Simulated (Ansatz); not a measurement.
`OBF` and `O[BH][GaH2]` differ in one atom or group.

Ansatz, PBE0-D4/def2-TZVP geometries, multiplicity 1. Each molecule was computed in one conformer, which needn't be the lowest.

Scalar relativity is left out up to krypton.

```tsv
property	`OBF`
size of the dipole moment (ωB97M-V/def2-TZVPP) / D	1.09
LUMO energy (ωB97M-V/def2-TZVPP) / eV	2.18
HOMO energy (ωB97M-V/def2-TZVPP) / eV	-12.85
HOMO–LUMO gap (B3LYP/def2-TZVPP) / eV	10.29
LUMO energy (PBE0/def2-TZVPP) / eV	0.38
LUMO energy (B3LYP/def2-TZVPP) / eV	0.08
```

Q: Give the same properties after the change, and the shifts. (Best estimate.)

A: Computed: 
| property | `O[BH][GaH2]` | shift |
| --- | --- | --- |
| size of the dipole moment (ωB97M-V/def2-TZVPP) / D | 2.33 | 1.24 |
| LUMO energy (ωB97M-V/def2-TZVPP) / eV | 0.12 | -2.06 |
| HOMO energy (ωB97M-V/def2-TZVPP) / eV | -9.25 | 3.60 |
| HOMO–LUMO gap (B3LYP/def2-TZVPP) / eV | 5.09 | -5.20 |
| LUMO energy (PBE0/def2-TZVPP) / eV | -1.57 | -1.95 |
| LUMO energy (B3LYP/def2-TZVPP) / eV | -1.85 | -1.93 |

With PBE0 the HOMO rises by 3.32 eV and the LUMO falls by 1.95 eV, so the gap narrows by about 5.27 eV. PBE moves the HOMO by 2.76 eV and ωB97M-V by 3.60 eV. The zero-point energy changes by 25.9 kJ/mol with +6 modes. Dipoles are sizes alone; their direction can turn.

B3LYP here is the variant with VWN-RPA as its local correlation; programs differ in this.
